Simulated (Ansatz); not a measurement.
A search over several starts for the lowest SCF solution of WBr2O2⁻, that is WO2Br2 with one electron more at the given spin, in a small basis.

```yaml
crystal:
  periodic: [false, false, false]
  atoms:
    - {symbol: W, position_ang: [0.100695, -0.000553, 0.070678]}
    - {symbol: O, position_ang: [0.150552, -0.013454, 1.774180]}
    - {symbol: O, position_ang: [1.717870, 0.006593, -0.466947]}
    - {symbol: Br, position_ang: [-0.987897, 2.038170, -0.672466]}
    - {symbol: Br, position_ang: [-0.981220, -2.030756, -0.705445]}
basis:
  gaussian: {orbitals: def2-SVP}
total_charge: -1
magnetization: {spin_polarized: true, initial_magnetization: 1}
hamiltonian: {xc: pbe0, dispersion: d4}
output: {orbitals: {seedname: orbitals}}
```

```sh
$ ansatz run in.yaml --threads 4 --pin off --events-out ev --progress --plain --max-ram 3916MiB
```

It prints (some lines left out):

```
Functional definition: PBE0
1175 factors; integrals over basis functions are off by at most 9.0e-4 eV
mean field evaluation 1: about -145970.8935 eV, gradient 4.5e1 eV
mean field evaluation 2: about -145868.2891 eV, gradient 1.7e2 eV
mean field evaluation 4: about -145978.4744 eV, gradient 2.3e0 eV
mean field evaluation 8: about -145978.5969 eV, gradient 3.3e-1 eV
mean field evaluation 16: about -145978.5979 eV, gradient 2.0e-3 eV
mean field -145978.59788304 eV, -5364.6145243542 hartree, gradient 4.4e-5 eV, S^2 0.754167; 4 other end points of the search recorded, 0 dependent functions left out
reference -145978.59792502 eV, -5364.6145258968 hartree; 51, 50 occupied and 73, 74 virtual orbitals, 1175 factors
Total energy: -145978.78666212 eV, -5364.6214618574 hartree
```

Hardware: 4 threads of Arm Neoverse V1 on a shared host. Wall time 6.5 s.

In the def2 sets W takes a core potential; there is no spin–orbit coupling. The highest occupied level of the charge -1 doublet lies above zero (up to 0.25 eV). By energy differences its removal costs 1.87 eV (vertical, to the charge 0 singlet, at PBE0-D4/def2-TZVPD).
